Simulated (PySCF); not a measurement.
## Assignment exercise: C$_{7}$H$_{10}$OSi$_{2}$

Numbering as in the mapped SMILES `[CH2:1]=[C:2]1[SiH2:3][C:4]([CH:5]=[O:6])=[C:7]([SiH3:8])[C:9]1=[CH2:10]`. Each H is labelled by its parent atom. Ha(C10) is cis to C2; Ha(C1) is cis to Si3; Hb(C10) is trans to C2; Hb(C1) is trans to Si3.

PySCF calculation with PBE0/pcSseg-1 with gauge-including orbitals and geometry: GFN2-xTB; in vacuum, averaged over atoms made equivalent by symmetry, fast rotation or ring inversion, single conformer, relativity neglected.

Referencing at the same level of theory: 13C (186.93 ppm) and 1H (31.72 ppm) against TMS.

Question: Assign these signals to the numbered atoms. 13C{1H} NMR (computed): δ 200.5, 197.0, 158.1, 150.1, 148.3, 133.5, 131.3.

Answer: 
| δ (ppm) | atoms | environment | reason |
| --- | --- | --- | --- |
| 200.5 | C7 | β carbon of a C=C–C=O unit | conjugation with the carbonyl draws π density from the β position |
| 197.0 | C5 | aldehyde carbonyl carbon | the double bond to the heteroatom, with no lone-pair donor beside it, deshields it most |
| 158.1 | C9 | fully substituted alkene carbon | an sp2 carbon of a C=C bond |
| 150.1 | C4 | α carbon of a C=C–C=O unit | an sp2 carbon of a C=C bond |
| 148.3 | C2 | fully substituted alkene carbon | as expected for a trigonal carbon in a double bond |
| 133.5 | C1 | terminal =CH2 carbon | the olefinic region |
| 131.3 | C10 | terminal =CH2 carbon | – |

C4 and C2 lie closer than the usual error of such a calculation, so a measured spectrum could show them in the other order.

Question: Assign these signals to the numbered atoms. 1H NMR (500 MHz, computed): δ 9.97 (s, 1H), 7.04 (br s, 1H), 6.94 (br s, 1H), 6.72 (br s, 1H), 6.17 (br s, 1H), 4.99 (s, 2H), 4.57 (s, 3H).

Answer: 
| δ (ppm) | atoms | environment | reason |
| --- | --- | --- | --- |
| 9.97 | H(C5) | hydrogen on an aldehyde carbonyl carbon | the C=O anisotropy and electron withdrawal place aldehyde protons far downfield |
| 7.04 | Hb(C10) | hydrogen on a terminal =CH2 carbon | attached to an sp2 carbon and in the plane of the double bond |
| 6.94 | Hb(C1) | hydrogen on a terminal =CH2 carbon | – |
| 6.72 | Ha(C10) | hydrogen on a terminal =CH2 carbon | – |
| 6.17 | Ha(C1) | hydrogen on a terminal =CH2 carbon | – |
| 4.99 | H(Si3) | hydrogen on a silicon bonded to 2 C, in a 5-membered ring | – |
| 4.57 | H(Si8) | hydrogen on a silicon bonded to C | – |

Hb(C10) and Hb(C1) lie closer than the usual error of such a calculation, so a measured spectrum could show them in the other order.

Shifts are as computed. Against solution values, carbons near 30 ppm lie about +3 ppm off and those near 130 ppm about +5 ppm. Of 1211 compounds with measured shifts, 218 miss one by over three times the rms of a fit or turn the order of signals round; such compounds aren't used in these exercises. Multiplicities follow the n + 1 count of equivalent neighbours, as no J values were calculated; m marks all less simple cases, F and P coupling included.
